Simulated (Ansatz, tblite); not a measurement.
Cost and result up the ladder for the cluster Be10 (10 atoms). Charge 0, multiplicity 1. Geometry: PBE0/def2-SVP.

```xyz
10

Be   -0.009   -1.337   -1.184
Be    1.698    0.115    1.436
Be    0.162    0.856   -1.560
Be    0.759    1.593    0.278
Be   -1.442   -0.940    0.474
Be    1.653   -0.237   -0.633
Be    0.520   -1.506    0.808
Be   -1.273    1.249    0.102
Be   -1.696   -0.113   -1.439
Be   -0.372    0.321    1.717
```

Ansatz on 4 threads of Arm Neoverse N1 on a shared host; xTB runs through tblite on one thread. Times are rough, summed over both states, and most runs start from the orbitals of an earlier one. No level here is sound enough to serve as a yardstick. The other state is a doublet.

The xTB rows come from tblite. The structure comes from a short search, and lower isomers may exist.

Raw xTB energies of ions are shifted by several eV.

```csv
level,functions,wall time,vertical IE (eV),remarks
GFN1-xTB,40,0.018 s,9.94,–
GFN2-xTB,40,0.13 s,0.75,–
PBE/def2-TZVP,190,11 s,6.79,restricted SCF unstable in HF (singlet)
PBE0/def2-TZVP (with forces),190,22 s,6.69,restricted SCF unstable in HF (singlet)
r2SCAN/def2-TZVP,190,26 s,6.75,restricted SCF unstable in HF (singlet)
```
